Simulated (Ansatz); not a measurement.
`BSC#C`, charge 0, multiplicity 1.

Give a relaxed structure at PBE0-D4/def2-TZVP (the Gaussian-basis code of Ansatz). (Best estimate.)

The calculation gave: 
Z-matrix (Å, degrees):
```
B
C 1 1.766
C 1 1.836 2 40.2
S 1 2.008 2 50.8 3 180.0
H 1 1.191 2 116.8 3 -85.7
H 1 1.191 2 116.8 3 85.7
H 3 1.067 1 131.1 2 -180.0
```
Point group Cs.
